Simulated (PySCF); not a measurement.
## Excitation energy of B⁺ by level of theory

B⁺ [He] 2s2 (1S) → B⁺ [He] 2s1 2p1, s spin flipped, as a difference of total energies. Computed with PySCF 2.14 in def2-TZVPPD (6s3p3d1f, 37 functions), with no relativity, point nucleus. Correlated levels: valence and next inner shell: nothing frozen. The calculations carry no spin-orbit coupling.

```csv
method,excitation energy (eV)
UHF,6.025
MP2 (valence and next inner shell),6.152
SCS-MP2 (valence and next inner shell),6.188
```

Q: How much does correlation contribute at MP2 (valence and next inner shell)?

A: 6.152 − (6.025) = 0.127 eV, measured against UHF.

The upper determinant mixes two multiplicities, so it lies between the two terms.

The coupled-cluster amplitudes are large for the upper state (T1 above 0.03 or a double amplitude above 0.15), so a single reference is strained.
